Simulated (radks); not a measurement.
The numbers below are computed, except where a source is named.
Problem. The mean radii <r> (bohr) of the occupied orbitals of an atom or ion are listed with their occupations. Level of theory: scalar-relativistic Kohn-Sham, r2SCAN, spin-unpolarised, spherical densities, finite nucleus; meta-GGA in the generalised Kohn-Sham scheme; Fermi nuclear charge, rms radius of each element as measured or else 0.836 A^(1/3) + 0.57 fm (a radial shooting solver on a logarithmic mesh with Libxc functionals).

orbital  occ.     <r>
1s          2  0.1761
2s          2  0.9595
2p          4  0.9809

Name the element and its charge.

Solution. Z = 9, fluorine, charge +1: F+ in [He] 2s2 2p4. The 1s radius gives Z: for a bare nucleus <r> = (2 gamma + 1)/(2Z) with gamma = sqrt(1 - (Z/c)^2), 0.1664 bohr for Z = 9, and screening makes it slightly larger (0.1761 here). The occupations add up to 8, and the charge is Z minus that.
